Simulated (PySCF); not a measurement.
**Spinor energies of Sb³⁴⁺ (antimony, charge +34)**

Start: [Ne] 3s2 3p5; 3p1/2 filled at m_j = -1/2, +1/2; 3p3/2 filled at m_j = -1/2, +1/2, +3/2. Calculated with PySCF 2.14 in an even-tempered Gaussian basis (19 s from 6.2 bohr⁻², ratio 2.4; 14 p from 8.1 bohr⁻², ratio 2.4; 5 d from 32 bohr⁻², ratio 2.6; 4 f from 48 bohr⁻², ratio 2.6): generalised Hartree-Fock with the X2C-1e Hamiltonian and a Gaussian nucleus; one run each with spin-orbit coupling (SO) switched off, then screened by Boettger's factors.

```json
{"spinor shell": "1s1/2", "electrons": "2", "ε, spin-free (eV)": "-32488.6", "ε, screened SO (eV)": "-32485.0", "weight of nominal j (screened SO)": "1.000", "rms radius, screened SO (bohr)": "0.0325"}
{"spinor shell": "2s1/2", "electrons": "2", "ε, spin-free (eV)": "-6541.0", "ε, screened SO (eV)": "-6539.6", "weight of nominal j (screened SO)": "1.000", "rms radius, screened SO (bohr)": "0.131"}
{"spinor shell": "2p1/2", "electrons": "2", "ε, spin-free (eV)": "-6058.1", "ε, screened SO (eV)": "-6237.4", "weight of nominal j (screened SO)": "1.000", "rms radius, screened SO (bohr)": "0.113"}
{"spinor shell": "2p3/2", "electrons": "4", "ε, spin-free (eV)": "-6058.1", "ε, screened SO (eV)": "-5975.7", "weight of nominal j (screened SO)": "1.000", "rms radius, screened SO (bohr)": "0.118"}
{"spinor shell": "3s1/2", "electrons": "2", "ε, spin-free (eV)": "-2447.9", "ε, screened SO (eV)": "-2447.4", "weight of nominal j (screened SO)": "1.000", "rms radius, screened SO (bohr)": "0.320"}
{"spinor shell": "3p1/2", "electrons": "2", "ε, spin-free (eV)": "-2289.5", "ε, screened SO (eV)": "-2330.8", "weight of nominal j (screened SO)": "0.997", "rms radius, screened SO (bohr)": "0.308"}
{"spinor shell": "3p3/2", "electrons": "3", "ε, spin-free (eV)": "-2289.5", "ε, screened SO (eV)": "-2270.3", "weight of nominal j (screened SO)": "0.998", "rms radius, screened SO (bohr)": "0.317"}
```

```csv
quantity,spin-free,screened SO
E (hartree),-5578.43560,-5580.80235
M_J,3/2,3/2
⟨J²⟩,3.751,3.751
⟨L²⟩,2.001,2.010
⟨S²⟩,0.750,0.759
```

Each row is a mean over spinors that exchange with the open shell spreads, by up to 17.882 eV (3s1/2).

Breit and QED terms are absent; they matter most for the inner s and p1/2 levels.

Densities and radii are taken from the X2C orbitals without a picture-change correction, which distorts them close to the nucleus.

Without spin-orbit coupling the j labels of p, d and f shells carry no meaning; the spin-free column gives the mean over the occupied spinors of each nl shell.
